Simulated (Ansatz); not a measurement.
**Which method gave which barrier?**

Saddle point of BNH5O2F, singlet (BH₂O₂F ([OH][B]([OH])[F]) + NH₃ → BNH₄O₂ ([NH2][B]([OH])[OH]) + HF; bonds formed: F2–H5; dative contacts that become bonds: B1–N6; bonds broken: B1–F2, H5–N6), PBE0-D4/def2-TZVP structure:

B1  (-0.333, 0.258, -0.143)
F2  (0.871, -0.783, -1.242)
O3  (0.067, 1.538, -0.447)
O4  (-1.619, -0.148, -0.336)
H5  (0.937, -0.988, -0.043)
N6  (0.389, -0.561, 0.946)
H7  (0.980, 1.583, -0.736)
H8  (-2.050, 0.363, -1.025)
H9  (0.961, -0.040, 1.596)
H10  (-0.202, -1.223, 1.430)
(Å)

Computed with Ansatz 0.2.0 (basis: def2-TZVPP, with def2-QZVPP for the basis limit); correlated methods freeze the cores. Extrapolation: Hartree–Fock as exp(−7.88 √X), correlation as X^−2.97. Four methods, as single points on the PBE0-D4 structures, gave these electronic barriers from the start structure: 105.6, 120.2, 133.2, 169.3 kJ/mol.

**Question.** The methods were, in alphabetical order, HF, MP2, PBE-D4, r2SCAN-D4. Which gave which? (Judge from chemistry; the calculation decides.)

**Answer.** The calculation gives: PBE-D4 105.6; r2SCAN-D4 120.2; MP2 133.2; HF 169.3 kJ/mol. For comparison, CCSD(T) at an estimated basis limit (MP2 extrapolated from triple and quadruple zeta, plus CCSD(T) − MP2 in triple zeta) gives 135.8 kJ/mol.

T1 diagnostic: at most 0.013.

The step is the kind of exchange with an N–H group that builds nitride films in atomic layer and chemical vapour deposition.

Labels in which every atom is bracketed show which atoms are joined, not bond orders.

For scale, one of the runs: CCSD(T)/def2-TZVPP, 225 basis functions, launched by `ansatz run in.yaml --threads 4 --pin off --events-out ev --progress --plain --max-ram 9574MiB`. Hardware: 4 CPU threads of an Arm Neoverse N1, shared host. Wall time 3.1 min; peak host memory 4.1 GiB.
